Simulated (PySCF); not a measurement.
`CB(C)[SiH2][SiH3]`, C2H11BSi2

Molfile (atoms numbered from 1):
```
C2H11BSi2
     RDKit          3D

 16 15  0  0  0  0  0  0  0  0999 V2000
   -1.5056    1.4957   -0.1560 C   0  0  0  0  0  0  0  0  0  0  0  0
   -0.7826    0.1212   -0.3542 B   0  0  0  0  0  0  0  0  0  0  0  0
   -1.4550   -1.2186    0.1006 C   0  0  0  0  0  0  0  0  0  0  0  0
    1.0994    0.0853   -1.1079 Si  0  0  0  0  0  4  0  0  0  0  0  0
    2.5306    0.0245    0.7590 Si  0  0  0  0  0  4  0  0  0  0  0  0
   -0.8420    2.3633   -0.0232 H   0  0  0  0  0  0  0  0  0  0  0  0
   -2.2806    1.4895    0.6272 H   0  0  0  0  0  0  0  0  0  0  0  0
   -2.0346    1.6668   -1.1167 H   0  0  0  0  0  0  0  0  0  0  0  0
   -1.1095   -1.3633    1.1453 H   0  0  0  0  0  0  0  0  0  0  0  0
   -2.5548   -1.1694    0.1491 H   0  0  0  0  0  0  0  0  0  0  0  0
   -1.1424   -2.1181   -0.4499 H   0  0  0  0  0  0  0  0  0  0  0  0
    1.4666    1.3034   -1.9030 H   0  0  0  0  0  0  0  0  0  0  0  0
    1.4095   -1.1289   -1.9327 H   0  0  0  0  0  0  0  0  0  0  0  0
    3.9738   -0.0098    0.3664 H   0  0  0  0  0  0  0  0  0  0  0  0
    2.2367   -1.1913    1.5830 H   0  0  0  0  0  0  0  0  0  0  0  0
    2.3061    1.2282    1.6212 H   0  0  0  0  0  0  0  0  0  0  0  0
  1  2  1  0
  2  3  1  0
  2  4  1  0
  4  5  1  0
  1  6  1  0
  1  7  1  0
  1  8  1  0
  3  9  1  0
  3 10  1  0
  3 11  1  0
  4 12  1  0
  4 13  1  0
  5 14  1  0
  5 15  1  0
  5 16  1  0
M  END
```

Level of theory: quadratic response wB97X-D/def2-SVPD first hyperpolarisability, Taylor convention, gas phase in PySCF 2.14.0. Geometry: PBE0-D3(BJ)/def2-SVP.

**Question.** Give the tensor of the static β(0;0,0) in the axes of these coordinates.

**Answer.** In au, Taylor convention; rows are the first index (the induced dipole):
|  | xx | yy | zz | xy | xz | yz |
| --- | --- | --- | --- | --- | --- | --- |
| x | +40.0 | -34.1 | -36.5 | -1.1 | +9.3 | +2.1 |
| y | -1.1 | +3.8 | -0.4 | -34.1 | +2.1 | +13.3 |
| z | +9.3 | +13.3 | +14.6 | +2.1 | -36.5 | -0.4 |

Norm of βᵢ = ⅓ Σⱼ (βᵢⱼⱼ + βⱼᵢⱼ + βⱼⱼᵢ): 48.2 au, hyper-Rayleigh value 33.8 au.
